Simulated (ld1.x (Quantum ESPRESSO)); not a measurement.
## cobalt: one change to a PAW potential, before and after

ld1.x (Quantum ESPRESSO) 7.5 input, shortened:

```
&input
   title='Co', zed=27., rel=1, dft='PBESOL', iswitch=3,
   config='[Ar] 3d7 4s1.5 4p0.5'
 /
 &inputp
   pseudotype=3, lpaw=.true., tm=.true., lloc=-1, rcloc=1.90,
   nlcc=.false.,
   which_augfun='PSQ', rmatch_augfun_nc=.true.
 /
6
4S  1  0   1.50   0.00  2.30  2.50  0.0
4S  1  0   0.00   0.05  2.30  2.50  0.0
4P  2  1   0.50   0.00  2.60  3.50  0.0
4P  2  1   0.00   0.30  2.60  3.50  0.0
3D  3  2   7.00   0.00  1.40  1.90  0.0
3D  3  2   0.00   2.40  1.40  1.90  0.0
 &test
   configts(1)='3d7 4s1.5 4p0.5'
 /
```

Change: all radii but the core radius scaled by about 0.87 (s 2.18, p 3.04, d 1.66 bohr, rcut 2.00/2.26/1.22); local potential all-electron potential smoothed inside 1.66 bohr (lloc = -1).

Cutoffs: the cutoffs (Ry, on a coarse ladder) from which the occupation-weighted sum of valence levels, in a spherical-Bessel basis at the reference potential, stays within 10 and 1 mRy of its value at 400 Ry; they do not see the model core or the augmentation charge, which bear on the density cutoff. Errors are all-electron minus pseudo energies relative to the spin-unpolarised reference configuration.

What does the change do?

The potential gets harder (30 Ry and 45 Ry → 40 Ry and 70 Ry); of the 7 tests that both files solve, the error grows in 0 and shrinks in 3 by more than 15 % and 0.3 meV (median size 3.3 → 1.5 meV); neither file shows a bound ghost. A smaller radius makes the pseudo-wave follow the all-electron one further in, where it bends more sharply, so more plane waves are needed. Less of the atom is replaced, so other configurations are described better.

```tsv
quantity	base	changed
cutoff, loose	30 Ry	40 Ry
cutoff, tight	45 Ry	70 Ry
loose cutoff by channel (10 mRy a level)	s 6 Ry, p 6 Ry, d 25 Ry	s 6 Ry, p 6 Ry, d 35 Ry
bound ghosts	none	none
error for 3d7 4s2 4p0, meV [ΔE -2.16 eV]	-0.1	+0.1
error for 3d7 4s1 4p0, meV [ΔE 6.89 eV]	-2.3	-1.3
error for 3d7 4s0 4p0, meV [ΔE 23.59 eV]	-10	+2.3
error for 3d5 4s0 4p0, meV [ΔE 114.74 eV]	-1530	-1507
error for 3d7 4s0 4p2, meV [ΔE 6.86 eV]	-3.3	-1.5
error for 3d7.5 4s1.5 4p0, meV [ΔE -3.12 eV]	-18	-19
error for 3d7 4s1.5 4p0, meV [ΔE 1.46 eV]	-0.3	-0.2
lowest overlap eigenvalue by channel	s 0.36, p 0.65, d 0.90	s 0.38, p 0.59, d 0.89
```
